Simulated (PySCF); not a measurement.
Cost against size for one kind of job: TDDFT CAM-B3LYP/def2-SVPD, vertical, gas phase, core orbitals frozen in the response in PySCF; work: 8 singlets by full TDDFT, 3 Tamm–Dancoff triplets, polarisability. Hardware: one thread, Arm Neoverse N1 (aarch64), no GPU (shared host). The host was shared with other jobs, so the times are rough. Peak memory is the resident size of the whole Python process, interpreter and libraries included.

```csv
species (SMILES),atoms,electrons,basis functions,SCF cycles,wall time,peak memory
O=CC1=C[C@@H]1B(F)F,11,58,193,14,64 s,0.84 GiB
O=CC1=C(B(F)F)C1,11,58,193,14,62 s,0.84 GiB
C[As](C)[BH2-][NH3+],16,68,206,11,?,?
B[SiH2]c1cc(=O)c1=O,13,64,210,15,78 s,0.95 GiB
C#C[C@@H]1C(=O)C[Si@H]1Br,13,92,228,13,?,?
FBC1=CCC[C@H]1Br,15,86,240,12,2.1 min,1.1 GiB
FC1=CB(Br)CCC1,15,86,240,12,2.2 min,1.1 GiB
```

Question: Estimate the withheld figures.

Answer: `C[As](C)[BH2-][NH3+]`: 74 s, 0.94 GiB; `C#C[C@@H]1C(=O)C[Si@H]1Br`: 2.0 min, 1.0 GiB.
